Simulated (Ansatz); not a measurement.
MoO₃ (`[O]=[Mo](=[O])=[O]`). The species carries charge 0 and has multiplicity 1. Mo: def2 effective core potential. All single points use the PBE0-D4/def2-TZVP geometry.

```xyz
4

O     0.693   -1.307    0.633
Mo   -0.229   -0.207   -0.264
O     0.783    0.838   -1.128
O    -1.247    0.676    0.759
```

Question: What is the dipole moment at r2SCAN/def2-TZVPP? (An estimate is asked.)

Answer: The calculation gave: 4.87 D, with components (-2.75, -2.48, -3.17) D in this frame, pointing from negative to positive charge.

Question: And with PBE, B3LYP, ωB97M-V? (Estimate.)

Answer: Computed: PBE 4.67 D, B3LYP 4.90 D, ωB97M-V 5.05 D.

Question: Give the Mulliken charges with r2SCAN, PBE, B3LYP in def2-TZVPP. (Best estimate.)

Answer: Computed: 
| atom | r2SCAN | PBE | B3LYP |
| --- | --- | --- | --- |
| O1 | -0.53 | -0.47 | -0.52 |
| Mo2 | 1.58 | 1.42 | 1.57 |
| O3 | -0.53 | -0.47 | -0.52 |
| O4 | -0.53 | -0.47 | -0.52 |

B3LYP here is the variant with VWN-RPA as its local correlation; programs differ in this.
